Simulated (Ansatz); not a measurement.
Input file for Ansatz (a quantum-chemistry and plane-wave program): R-PBE0/def2-TZVPP on C2H6O (SMILES CCO).

Ansatz 0.2 input:
```yaml
crystal:
  periodic: [false, false, false]
  atoms:
    - {symbol: C, position_ang: [-0.91923728, 0.26634746, 0.35069640]}
    - {symbol: C, position_ang: [0.30737864, -0.32854469, -0.30572285]}
    - {symbol: O, position_ang: [1.44257701, 0.42708841, 0.11463849]}
    - {symbol: H, position_ang: [-1.81455658, -0.28390902, 0.05513260]}
    - {symbol: H, position_ang: [-1.04075618, 1.31003301, 0.05723414]}
    - {symbol: H, position_ang: [-0.82895094, 0.22424146, 1.43708336]}
    - {symbol: H, position_ang: [0.41738316, -1.38093407, -0.01519290]}
    - {symbol: H, position_ang: [0.20515571, -0.29307635, -1.39766315]}
    - {symbol: H, position_ang: [2.23110645, 0.05875380, -0.29610609]}
basis:
  gaussian:
    orbitals: def2-TZVPP
hamiltonian:
  xc: {name: PBE0}
scf: {lower_state_search: off}
```

**Question.** What total energy does the run end on?

**Answer.** -154.9240 hartree.
